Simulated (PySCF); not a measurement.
Cards and structures have been mixed up. Pair them.

Structures:
1. `[PH3+][BH2-]C1CC1`
2. `[SiH2]([Si@H](C)[SiH3])[SiH3]`
3. `[SiH3]C#C[SiH2]C[SiH3]`
4. `C=CCC(C#N)(C#N)C#N`
5. `CCC[C@@H](C)F`

Card P (geometry PBE0-D3(BJ)/def2-SVP):
* Rotational constants A, B, C: 9.670, 1.892, 1.732 GHz
* Static isotropic polarisability (PBE0/def2-SVPD): 80.6 au
* Strongest line among the 6 lowest singlet transitions (TDDFT PBE0/def2-SVPD): S1 at 6.51 eV (190 nm, f = 0.037)
* Lowest singlet excitation (TDDFT PBE0/def2-SVPD): 6.51 eV (190 nm, f = 0.037)
* HOMO energy (PBE0/def2-SVPD): -7.36 eV
* Point group: C1

Card Q (geometry PBE0-D3(BJ)/def2-SVP):
- Rotational constants A, B, C: 7.408, 1.739, 1.517 GHz
- Static isotropic polarisability (wB97X-D/def2-SVPD): 64.3 au
- Strongest line among the 10 lowest singlet transitions (TDDFT wB97X-D/def2-SVPD): S9 at 10.05 eV (123 nm, f = 0.117)
- HOMO energy (wB97X-D/def2-SVPD): -10.93 eV
- Lowest singlet excitation (TDDFT wB97X-D/def2-SVPD): 9.19 eV (135 nm, f = 0.007)
- Vertical ionisation energy (ΔSCF wB97X-D/def2-SVPD): 11.17 eV
- Dipole moment (wB97X-D/def2-SVPD): 1.81 D

Card R (geometry PBE0-D3(BJ)/def2-SVP):
* Rotational constants A, B, C: 1.652, 1.060, 0.968 GHz
* Static isotropic polarisability (wB97X-D/def2-SVPD): 90.7 au
* Lowest singlet excitation (TDDFT wB97X-D/def2-SVPD): 7.12 eV (174 nm, f = 0.201)
* HOMO energy (wB97X-D/def2-SVPD): -10.58 eV
* Strongest line among the 6 lowest singlet transitions (TDDFT wB97X-D/def2-SVPD): S1 at 7.12 eV (174 nm, f = 0.201)

Card S (geometry PBE0-D3(BJ)/def2-SVP):
* Rotational constants A, B, C: 3.288, 0.803, 0.691 GHz
* Static isotropic polarisability (PBE0/def2-SVPD): 138.9 au
* 13C chemical shifts (computed TMS as zero) by class (GIAO PBE0/pcSseg-1): -8.5 (1 C) ppm
* Lowest triplet excitation (Tamm–Dancoff) (TDA PBE0/def2-SVPD): 5.23 eV
* Lowest singlet excitation (TDDFT PBE0/def2-SVPD): 6.10 eV (203 nm, f = 0.265)
* HOMO energy (PBE0/def2-SVPD): -7.49 eV

Card T (geometry PBE0-D3(BJ)/def2-SVP):
* Rotational constants A, B, C: 2.810, 0.707, 0.589 GHz
* Static isotropic polarisability (wB97X-D/def2-SVPD): 119.1 au
* Point group: C1
* Strongest line among the 10 lowest singlet transitions (TDDFT wB97X-D/def2-SVPD): S4 at 7.62 eV (163 nm, f = 0.897)
* Lowest singlet excitation (TDDFT wB97X-D/def2-SVPD): 5.51 eV (225 nm, f = 0.000)

All species are isolated and taken at one optimised geometry, non-relativistic unless stated. Electronic properties by PySCF. NMR classes are plain means over equivalent atoms (diastereotopic ones count apart unless rotation or inversion swaps them), as if these changed places fast.

Task: Which card belongs to which structure?

Result: P = 1, Q = 5, R = 4, S = 2, T = 3. What ties each card to its structure:
- 1 (card P), C3H10BP, monoisotopic mass 88.1 u, 5 heavy atoms: an asymmetric top with C = 1.732 GHz, the highest such constant on the cards; polarisability 80.6 au for 48 electrons.
- 2 (card S), CH12Si4, monoisotopic mass 136.0 u, 5 heavy atoms: 1 C in 1 class; an asymmetric top with C = 0.691 GHz; polarisability 138.9 au for 74 electrons.
- 3 (card T), C3H10Si3, monoisotopic mass 130.0 u, 6 heavy atoms: an asymmetric top with C = 0.589 GHz, the lowest such constant on the cards; polarisability 119.1 au for 70 electrons.
- 4 (card R), C7H5N3, monoisotopic mass 131.0 u, 10 heavy atoms: an asymmetric top with C = 0.968 GHz; polarisability 90.7 au for 68 electrons.
- 5 (card Q), C5H11F, monoisotopic mass 90.1 u, 6 heavy atoms: an asymmetric top with C = 1.517 GHz; polarisability 64.3 au for 50 electrons; dipole 1.81 D.
